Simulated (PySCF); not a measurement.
# A small calculation by hand: oscillator strength and radiative lifetime

C3H8N2Si, SMILES C(#C)C[SiH](N)N.

The structure is a stationary point at B3LYP-D3(BJ)/def2-SVP. This is a generated structure with no PubChem entry under its InChIKey; it may be hypothetical. The values are those of a single conformer.

TDA-LC-ωPBE/def2-SVPD (PySCF) puts the first singlet state with f over 0.02 at 7.18 eV (vertical), with the transition dipole (0.379, -0.293, 0.031) in atomic units.

Question: Find the oscillator strength, the wavelength and the radiative lifetime that this transition would have in vacuum if emission retraced absorption.

Answer: 
|μ|² = 0.2305 au, so |μ| = 1.22 D. ΔE = 7.18/27.211 = 0.2639 hartree. f = (2/3) ΔE |μ|² = 0.041 (the program prints 0.041).
λ = 1239.84/7.18 = 173 nm; ν = 57911 cm⁻¹.
Einstein's coefficient A = 0.6670 ν² f s⁻¹ (ν in cm⁻¹) = 9.1e7 s⁻¹, so τ = 1/A = 11 ns. This state is S4; the lower singlets have f = 0.001, 0.017, 0.002. The figure is the radiative limit of this one transition; relaxation, internal conversion, crossing to triplets and a medium change what is measured.
